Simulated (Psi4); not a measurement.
Pair of molecules, SMILES Cl with SMILES P (the first has 2 atoms); geometry from B3LYP-D3(BJ)/def2-TZVP, rigid monomers moved along the line of their centres of mass till Cl1···P3 is 6.64 Å.
(charge 0, multiplicity 1):
| atom | x (Å) | y (Å) | z (Å) |
|---|---|---|---|
| Cl | 0.4362 | -0.6161 | -0.3437 |
| H | 0.2439 | 0.3609 | -1.1517 |
| P | -0.2825 | 0.6195 | 6.1433 |
| H | -0.5438 | 1.3670 | 7.3219 |
| H | 0.5712 | 1.6108 | 5.5975 |
| H | -1.4296 | 1.1111 | 5.4710 |

These are SAPT0/jun-cc-pV(D+d)Z (Psi4) values and carry that method's errors.

Task: Give the four SAPT terms and the total, and say what mostly holds the pair together.

Result: electrostatics 0.3, exchange 0.0, induction 0.0, dispersion -0.8, total -0.5 meV; the largest attraction is dispersion.
